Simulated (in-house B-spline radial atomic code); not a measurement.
Re⁺. Computed with a B-spline radial atomic code. Model: non-relativistic spherical atom: semilocal Troullier-Martins pseudo-atom, one channel per l, against all electrons, high spin, G0W0 and RPA with empty states to l = 8, local potential for every l without a channel, a model core (radius 0 = none) keeps its share of the functional.

Without relativity these are model numbers for so heavy an element.

What the tables leave out is listed at the end.

The pseudopotential gives back the lowest level of each angular momentum of its own functional in the configuration it was made in; a second state of the same l is only approximately right. Exact exchange, RPA and GW see the smooth pseudo-orbitals and miss the exchange with the core, for which the functional's share stands in. The column with an uncorrelated core keeps all orbitals and exact exchange, and so separates missing core correlation from pseudisation. Only the three outermost levels and the lowest empty one were computed. RPA here is direct RPA, with no exchange kernel, and its energies carry an (l + 1/2)⁻⁴ tail. A hybrid on a potential with a model core restores only its own semilocal share of the core's exchange.

Command:
```bash
python run_psgw.py task.json out
```
Settings (lengths in bohr, energies in hartree):
```
Z                      75
electrons              74
configuration          [Xe] 4f14 5d5 6s1
generated_in           [Xe] 4f14 5d5 6s2
functional             pbe,pbe
core_shells            10
radius_factor          1
core_correction        True
ion_configuration      [Xe] 4f14 5d5
```

Cost of the run: 2.1 min on 1 thread of Arm Neoverse N1, on a shared host.

Given: made with PBE; model core radius 0.622 bohr; local radius 1.372 bohr; mean-field start PBE.

Valence shells of the generating configuration: 4f, 5p, 5d, 6s.

Channel: s 2.844, p 1.112, d 1.387, f 1.39 (radii in bohr).

Computed: largest level miss in the spin-unpolarised generating configuration 0 eV; valence RPA correlation energy all-electron orbitals -1.8136 hartree; all-electron RPA polarisability, core included 29.493 bohr³; pseudo-atom RPA polarisability 29.089 bohr³; ionisation by mean-field pseudo minus all 0.088 eV; ionisation by RPA all-electron 15.283 eV; ionisation by RPA pseudo minus all 1.138 eV.

| level | occupied | mean-field all-electron (eV) | mean-field pseudo minus all (eV) | G0W0 all-electron (eV) | G0W0 uncorrelated core minus all (eV) | G0W0 pseudo minus all (eV) | exchange self-energy all-electron (eV) | exchange self-energy pseudo (eV) |
| --- | --- | --- | --- | --- | --- | --- | --- | --- |
| 6s up | 1 | -11.741 | -0.06 | -15.391 | -0.029 | -1.053 | -12.298 | -12.697 |
| 5d up | 1 | -15.189 | 0.04 | -20.382 | -0.053 | 0.101 | -28.568 | -25.979 |
| 5d down (empty) | 0 | -11.546 | 0.057 | -7.8731 | 0.035 | 0.076 | -10.975 | -8.1637 |

(1) What is the valence RPA correlation energy pseudo?

(2) What is the ionisation by mean-field all-electron?

Given: mean-field start PBE0.

Computed: valence RPA correlation energy all-electron orbitals -1.7426 hartree; valence RPA correlation energy pseudo -2.4197 hartree; ionisation by mean-field all-electron 14.77 eV; ionisation by mean-field pseudo minus all 0.539 eV; ionisation by RPA all-electron 15.142 eV; ionisation by RPA pseudo minus all 1.245 eV.

| level | occupied | mean-field all-electron (eV) | mean-field pseudo minus all (eV) | G0W0 all-electron (eV) | G0W0 uncorrelated core minus all (eV) | G0W0 pseudo minus all (eV) | exchange self-energy all-electron (eV) | exchange self-energy pseudo (eV) |
| --- | --- | --- | --- | --- | --- | --- | --- | --- |
| 6s up | 1 | -12.367 | -0.453 | -15.276 | -0.027 | -1.193 | -12.136 | -13.227 |
| 5d up | 1 | -16.839 | 0.103 | -20.707 | -0.057 | 0.225 | -28.787 | -26.447 |
| 5p down | ? | ? | ? | ? | ? | ? | ? | ? |
| 5d down (empty) | 0 | -9.8332 | 0.184 | -7.344 | 0.04 | 0.356 | -10.372 | -7.8745 |

(3) What belongs in the row 5p down?

(4) What is the all-electron RPA polarisability, core included?

(5) What is the pseudo-atom RPA polarisability?

Results:

(1) -2.4833 hartree.

(2) 15.06 eV.

(3) occupied: 1; mean-field all-electron (eV): -51.592; mean-field pseudo minus all (eV): 1.171; G0W0 all-electron (eV): -55.773; G0W0 uncorrelated core minus all (eV): -0.752; G0W0 pseudo minus all (eV): 1.203; exchange self-energy all-electron (eV): -38.255; exchange self-energy pseudo (eV): -29.121.

(4) 25.969 bohr³.

(5) 23.65 bohr³.

Among the listed levels the largest G0W0 shift of the pseudo-atom is +1.20 eV, for 5p down on the PBE0 start, while leaving the core uncorrelated moves that level by -0.75 eV. So pseudisation and the lost core exchange, not the missing core correlation, make the error. Not in the tables (levels of low weight, unsolved or above zero; the highest and the empty levels are kept at any weight): on PBE the G0W0 levels 5p down (pseudo minus all +0.61 eV, weights 0.75 and 0.72); no Hartree-Fock pseudo-atom is run with a model core.
